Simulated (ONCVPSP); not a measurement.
**Varying the ONCV potential for Hf (Z = 72)**

Base potential:

```json
{
  "Element": "Hf (Z = 72)",
  "Generator": "ONCVPSP 4.0.1",
  "Type": "optimised norm-conserving Vanderbilt (ONCV)",
  "Functional": "PBE",
  "Relativity": "fully relativistic",
  "Frozen core": "[Xe] 4f14",
  "Valence charge": "4",
  "Reference configuration": "5d2 6s1 (charge +1)",
  "Partial waves": "6s: rc 3.00 bohr, ncon 4, nbas 7, qcut 1.8 1/bohr, 2 projectors, debl 1.3 Ha; p scattering state at 0.12 Ha: rc 2.90 bohr, ncon 4, nbas 9, qcut 2.7 1/bohr, 1 projector; 5d: rc 2.65 bohr, ncon 4, nbas 8, qcut 6.6 1/bohr, 1 projector",
  "Local potential": "polynomial inside 1.80 bohr (lpopt 3, dvloc0 4 Ha)",
  "Core correction": "polynomial model core, fcfact 0.6"
}
```

Open shells are filled in proportion to 2j + 1.

In the p channel the program set the typed energies aside and used 0.050 Ha (j = l + 1/2; the other j can differ).

Cutoffs, loose and tight: the cutoffs (Ha) at which the residual kinetic energy of the hardest occupied pseudo-wave falls to 1 and 0.1 mHa per electron. They do not see the model core or the augmentation charge, which bear on the density cutoff. Test errors are all-electron minus pseudo excitation energies from the reference, over the configurations 5d2 6s2; 5d2 6s0; 5d1 6s0; 5d2 6s1 6p1. A dash means not determined; rows that change the core or the reference have their own tests. The largest error is taken over the tests solved by every variant that gives reliable tests at all: 5d1 6s0; 5d2 6s0; 5d2 6s2.

| change | outcome | cutoff, loose | cutoff, tight | bound ghosts | GHOST(+) flags above zero | largest test error (meV) |
| --- | --- | --- | --- | --- | --- | --- |
| base | generated, projector energies reset by the program | 12 Ha | 15 Ha | none | s | -232 |
| all radii but the core radius scaled by about 0.77 (s 2.32, p 2.24, d 2.04 bohr); local potential polynomial inside 1.38 bohr (lpopt 3, dvloc0 4 Ha) | failed: optimize: ERROR ps0norm > uunorm, code will stop | – | – | – | – | – |
| all radii but the core radius scaled by about 0.90 (s 2.70, p 2.62, d 2.38 bohr); local potential polynomial inside 1.62 bohr (lpopt 3, dvloc0 4 Ha) | generated, projector energies reset by the program | 13 Ha | 15 Ha | none | s, p3/2 | -209 |
| all radii but the core radius scaled by about 1.03 (s 3.10, p 3.00, d 2.74 bohr); local potential polynomial inside 1.86 bohr (lpopt 3, dvloc0 4 Ha) | generated, projector energies reset by the program | 12 Ha | 14 Ha | none | s | -245 |
| all radii but the core radius scaled by about 1.12 (s 3.36, p 3.26, d 2.98 bohr); local potential polynomial inside 2.02 bohr (lpopt 3, dvloc0 4 Ha) | generated, projector energies reset by the program | 11 Ha | 13 Ha | none | none | -291 |
| all radii but the core radius scaled by about 1.17 (s 3.52, p 3.40, d 3.10 bohr); local potential polynomial inside 2.12 bohr (lpopt 3, dvloc0 4 Ha) | generated, projector energies reset by the program | 10 Ha | 13 Ha | none | none | -321 |
| all radii but the core radius scaled by about 1.32 (s 3.96, p 3.82, d 3.50 bohr); local potential polynomial inside 2.38 bohr (lpopt 3, dvloc0 4 Ha) | generated, projector energies reset by the program | 9.7 Ha | 12 Ha | none | none | -441 |

Task: What comes out with this change to the base: all radii but the core radius scaled by about 0.87 (s 2.60, p 2.52, d 2.30 bohr); local potential polynomial inside 1.56 bohr (lpopt 3, dvloc0 4 Ha)?

Result: outcome: generated, projector energies reset by the program; cutoff, loose: 13 Ha; cutoff, tight: 16 Ha; bound ghosts: none; GHOST(+) flags above zero: s, p3/2, p1/2; largest test error (meV): -207.

Task: What comes out with this change to the base: all radii but the core radius scaled by about 1.24 (s 3.72, p 3.60, d 3.30 bohr); local potential polynomial inside 2.24 bohr (lpopt 3, dvloc0 4 Ha)?

Result: outcome: generated, projector energies reset by the program; cutoff, loose: 9.8 Ha; cutoff, tight: 12 Ha; bound ghosts: none; GHOST(+) flags above zero: none; largest test error (meV): -370.

Reading the sweep of the scale of all radii but the core radius (base = 1) (base included, trends over the rows without a ghost): The loose cutoff falls from 13 Ha at 0.87 to 9.7 Ha at 1.32. A larger radius leaves more room for a smooth pseudo-wave, so fewer plane waves are needed; a smaller one forces it to follow the all-electron wave where it bends sharply. The median size of the test errors (rows with all tests solved) rises from 28.6 meV at 0.9 to 49.8 meV at 1.32, with one reversal. More of the atom is replaced by a form fitted at one configuration, so other configurations suffer as the radius grows. The generation fails at 0.77.
